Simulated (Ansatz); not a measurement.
Reaction (hydrogenolysis of the Si–N bond): `O[SiH](O)N[Si](F)(F)F` + H₂ → `F[SiH](F)F` + `N[SiH](O)O`

Calculated with Ansatz (gas phase, PBE0-D4/def2-TZVP geometries, no zero-point term in ΔE). CCSD(T)/CBS is the MP2 limit (def2-TZVPP, def2-QZVPP) plus CCSD(T) − MP2 in def2-TZVPP, frozen cores. This one scheme is used for every species. Functionals use def2-TZVPP. B3LYP here is the variant with VWN-RPA as its local correlation; programs differ in this. HSE06 is defined as in plane-wave codes. Each species was taken in one conformer, which may not be the lowest.

`O[SiH](O)N[Si](F)(F)F`:

Cartesian coordinates in Å:
```
O -1.131 -0.430 -1.446
Si -0.020 0.681 -1.011
O -0.570 2.208 -0.800
N 0.594 0.247 0.540
Si 0.463 -1.230 1.330
F -1.033 -1.734 1.387
F 0.991 -1.086 2.807
F 1.271 -2.392 0.642
H -1.844 -0.638 -0.838
H 0.980 0.647 -2.096
H -0.730 2.736 -1.584
H 1.031 0.990 1.069
```

H₂:

Cartesian coordinates in Å:
```
H 0.178 -0.245 0.217
H -0.178 0.245 -0.217
```

`F[SiH](F)F`:

```xyz
5

F     1.007    0.666    0.987
Si    0.019   -0.007   -0.036
F    -1.211    0.953   -0.238
F    -0.503   -1.350    0.596
H     0.689   -0.262   -1.309
```

`N[SiH](O)O`:

Z-matrix (Å, degrees):
```
Si
O 1 1.639
O 1 1.639 2 116.1
N 1 1.714 2 107.1 3 -119.6
H 1 1.475 2 104.4 3 114.2
H 2 0.959 1 117.1 3 74.9
H 3 0.959 1 117.0 2 -75.2
H 4 1.008 1 119.6 2 171.6
H 4 1.008 1 119.6 2 -46.2
```

Question: Is it downhill or uphill in electronic energy at CCSD(T)/CBS, and by how much? (Best estimate.)

Answer: Computed: Uphill: ΔE = +65.9 kJ/mol.

Question: What do these levels give: LDA (SPW92), r2SCAN-D4, B3LYP-D4, r2SCAN0-D4, PBE-QIDH, PBE, B3LYP, HSE06, CCSD(T)/def2-SVP, HF/def2-TZVPP, MP2/def2-TZVPP, HF/CBS(def2)? (Estimate.)

Answer: Computed: LDA (SPW92) 66.3, r2SCAN-D4 72.5, B3LYP-D4 68.8, r2SCAN0-D4 72.3, PBE-QIDH 64.3, PBE 52.5, B3LYP 52.0, HSE06 56.3, CCSD(T)/def2-SVP 66.5, HF/def2-TZVPP 53.1, MP2/def2-TZVPP 68.5, HF/CBS(def2) 53.0 kJ/mol.

Largest T1 diagnostic among the species: 0.012.

In def2-TZVPP, CCSD(T) changes the Hartree–Fock value by +12.3 kJ/mol (the triples alone add +2.9 kJ/mol) and MP2 by +15.3 kJ/mol. From PBE to PBE0 (25 % exact exchange), in def2-TZVPP and without D4, ΔE moves by +3.8 kJ/mol. Leaving LDA and LC-ωPBE aside and taking each functional with its dispersion term where it has one, the values, not all of them listed here, spread over 13.5 kJ/mol, from B2PLYP to r2SCAN-D4. LDA lies +13.8 kJ/mol from PBE without D4.
